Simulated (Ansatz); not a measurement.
`ClB1C[SiH2]1` + HBr → `BrB1C[SiH2]1` + HCl at 500 K and 1 bar (ligand exchange at a B–Cl bond).

Calculated with Ansatz (gas phase, PBE0-D4/def2-TZVP geometries, no zero-point term in ΔE). CCSD(T)/CBS is the MP2 limit (def2-TZVPP, def2-QZVPP) plus CCSD(T) − MP2 in def2-TZVPP, frozen cores. This one scheme is used for every species. For Br outer-core shells are correlated without core-valence functions, which leaves a few kJ/mol of doubt a bond. Scalar relativity is left out up to krypton.

| species | CCSD(T)/CBS energy (Eh) | H − E (kJ/mol) | S (J/(mol·K)) |
| --- | --- | --- | --- |
| `ClB1C[SiH2]1` | -814.08481 | 160.4 | 364.9 |
| HBr | -2573.91920 | 30.5 | 213.7 |
| `BrB1C[SiH2]1` | -2927.62200 | 159.9 | 376.8 |
| HCl | -460.38127 | 32.5 | 201.9 |

H − E and S are ideal-gas, rigid-rotor, harmonic terms from PBE0-D4/def2-TZVP, for one conformer and one mirror image of each species. 1 Eh = 2625.50 kJ/mol, R = 8.31446 J/(mol·K).

Task: By hand: ΔE, ΔH, ΔS and ΔG.

Result: ΔE = (-2927.62200) + (-460.38127) − (-814.08481) − (-2573.91920) = 0.00074 Eh = 1.9 kJ/mol. Δ(H − E) = 159.9 + 32.5 − 160.4 − 30.5 = 1.5, so ΔH = 3.4 kJ/mol. ΔS = 376.8 + 201.9 − 364.9 − 213.7 = 0.1 J/(mol·K). ΔG = 3.4 − 500 × (0.1)/1000 = 3.4 kJ/mol.

Task: By hand: the equilibrium constant, and the temperature at which ΔG would vanish if ΔH and ΔS stayed fixed.

Result: log₁₀ K = −ΔG/(RT ln 10) = -0.4. ΔG = 0 at ΔH/ΔS = 34000 K, far beyond where these terms or the molecules hold.

The number of gas molecules stays the same, so ΔS is small and ΔH decides. The sign of ΔG lies within the doubt. A doubt of 5 kJ/mol in ΔE shifts log₁₀ K by 0.5 here. Other conformers and mirror images would add mixing entropy, several J/(mol·K) or more a flexible species. These are equilibria of isolated gas molecules and say nothing of rates. Largest T1 diagnostic: 0.013 (customary marks: 0.02 for closed shells, 0.045 for open ones).
